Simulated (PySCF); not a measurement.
**As⁺ (arsenic, charge +1) across methods**

[Ar] 3d10 4s2 4p1 5s1, high-spin 3P determinant (an excited configuration). Calculation: PySCF 2.14, in aug-cc-pVQZ-PP with one added diffuse shell each of s, p, d, f, g type with ECP10MDF (8s7p6d4f3g, 114 functions); a scalar-relativistic core potential.

```
method  E (hartree)  mean ε 4s β (eV)  mean ε 4p α (eV)  mean ε 5s α (eV)  Σ⟨r²⟩ (bohr²)   ⟨S²⟩
   UHF   -330.51460           -30.185           -22.008            -8.451          50.43  2.009
r2SCAN    -331.5707           -26.960           -17.743            -7.120          47.90  2.004
   LDA    -331.1920           -27.012           -17.236            -7.178          47.37  2.001
  BLYP    -331.6878           -26.686           -16.993            -6.925          47.61  2.001
PBEsol    -331.3694           -26.568           -17.183            -7.127          47.43  2.002
   M06    -331.7996           -28.533           -18.263            -7.509          47.38  2.002
   PBE    -331.7098           -26.524           -17.212            -7.131          47.59  2.002
```

Problem. Estimate the same row for PBE0.

Solution. E (hartree) = -331.6706; mean ε 4s β (eV) = -27.707; mean ε 4p α (eV) = -18.562; mean ε 5s α (eV) = -7.559; Σ⟨r²⟩ (bohr²) = 48.02; ⟨S²⟩ = 2.003.

Energies and moments cover only the electrons outside the core potential. The outer electron is Rydberg-like, and this basis confines it to a smaller radius and binds it less than a complete one would.
